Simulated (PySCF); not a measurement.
## Computed properties of HfCl4, SMILES [Cl][Hf]([Cl])([Cl])[Cl], multiplicity 1

HfCl4, SMILES [Cl][Hf]([Cl])([Cl])[Cl], multiplicity 1. Coordinates come from a B3LYP-D3(BJ)/def2-SVP optimisation. The multiplicity is an assumed one; other spin states were not compared. The isomer is the one that the SMILES or the coordinates give; other isomers of the formula were not compared. The def2 effective core potentials stand for the cores of Hf; spin–orbit coupling is left out. One conformer was computed; it need not be the lowest. All values are computed for the isolated molecule unless a solvent is named; none is compared with measurement here.

**Structure.** The optimised structure has Td symmetry. All 9 harmonic modes at B3LYP-D3(BJ)/def2-SVP (PySCF) are real, so it is a minimum. With heavy atoms numbered as in [Hf:1]([Cl:2])([Cl:3])([Cl:4])[Cl:5], the shortest bond between them is Hf1–Cl2 at 2.339 Å and the longest Hf1–Cl5 at 2.339 Å.

**Vibrations.** The strongest infrared lines (harmonic, unscaled, degenerate partners summed) lie at 393 cm⁻¹ (224 km/mol, Cl 77 %, Hf 23 %), 98 cm⁻¹ (11 km/mol, Cl 79 %, Hf 21 %). The softest mode is at 98 cm⁻¹ and the zero-point energy is 2.9 kcal/mol.

**Electronic structure.** PBE0/def2-TZVP (PySCF) places the frontier levels at -9.72 and -2.28 eV, a gap of 7.44 eV, and gives a dipole moment of 0.00 D and a mean polarisability of 86.2 bohr³.

**Excitations.** TDA-CAM-B3LYP/def2-SVPD (PySCF) has S1 at 6.18 eV (201 nm, f = 0.000, dark); the most intense of the 10 singlets computed lies at 6.42 eV (f = 0.10). Strengths of degenerate partners are summed. T1 (TDA) is at 5.91 eV, 0.27 eV under S1. No vertical singlet excitation falls in the visible range (under 3.1 eV).
